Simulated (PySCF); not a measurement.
## Bonding in `[H]/N=C1/C(F)=CC[C@@H]1C`

C₆H₈FN.
Atom-mapped SMILES: `[H]/[N:8]=[C:7]1\[C@@H:2]([CH3:1])[CH2:3][CH:4]=[C:5]1[F:6]` (hydrogens: H9, H10, H11 on C1; H12 on C2; H13, H14 on C3; H15 on C4; H16 on N8)

Cartesian coordinates in Å at the GFN2-xTB level; atoms count from 1:
```xyz
16
C6H8FN angstrom
C     -0.9319    1.5086   -0.2155
C     -0.4652    0.2303    0.4804
C     -0.9113   -1.0451   -0.2608
C      0.3580   -1.7040   -0.6887
C      1.4223   -1.0269   -0.2602
F      2.6946   -1.3677   -0.4792
C      1.0575    0.1642    0.5009
N      1.8948    0.9388    1.0328
H     -0.5534    2.3866    0.3040
H     -2.0182    1.5604   -0.2291
H     -0.5663    1.5345   -1.2397
H     -0.8362    0.2340    1.5101
H     -1.5381   -0.8104   -1.1238
H     -1.4873   -1.7112    0.3859
H      0.3746   -2.6121   -1.2643
H      1.4984    1.7289    1.5359
```

Bond orders from the PBE0/pcSseg-1 density (PySCF). Geometry: GFN2-xTB; no solvent, vibrations or thermal averaging.

Question: Where do the orders between heavy atoms depart from those drawn in the SMILES?

Answer: The largest departure is 0.233, at C4–C5 (drawn double, 1.767).

Question: Set the Mayer orders of the bonds beside their lengths.

Answer: 
```tsv
bond	drawn as	length (Å)	Mayer order
C1–C2	single	1.528	1.025
C2–C3	single	1.541	0.973
C3–C4	single	1.493	1.029
C4–C5	double	1.332	1.767
C5–F6	single	1.335	0.995
C5–C7	single	1.460	1.002
C7–N8	double	1.259	2.101
C7–C2	single	1.524	0.920
C1–H9	single	1.088	0.961
C1–H10	single	1.088	0.964
C1–H11	single	1.088	0.963
C2–H12	single	1.094	0.930
C3–H13	single	1.092	0.939
C3–H14	single	1.093	0.933
C4–H15	single	1.075	0.951
N8–H16	single	1.017	0.930
```

Bonds between the same two heavy elements. C–C: lowest C7–C2 (0.920, 1.524 Å), highest C4–C5 (1.767, 1.332 Å); in 4 of the 15 pairs the longer bond (by over 0.003 Å) has the higher order (by 0.02 or more).

Question: Sum the orders of all bonds at each heavy atom with more than one neighbour and set the sums beside the valence in the SMILES.

Answer: C1 3.913 (drawn 4), C2 3.848 (drawn 4), C3 3.874 (drawn 4), C4 3.747 (drawn 4), C5 3.764 (drawn 4), C7 4.023 (drawn 4), N8 3.031 (drawn 3). Orders between atoms that aren't bonded are not in these sums.

The Mayer order sums products of elements of PS (density times overlap matrix) between the two atoms' basis functions, so it depends on the basis set.
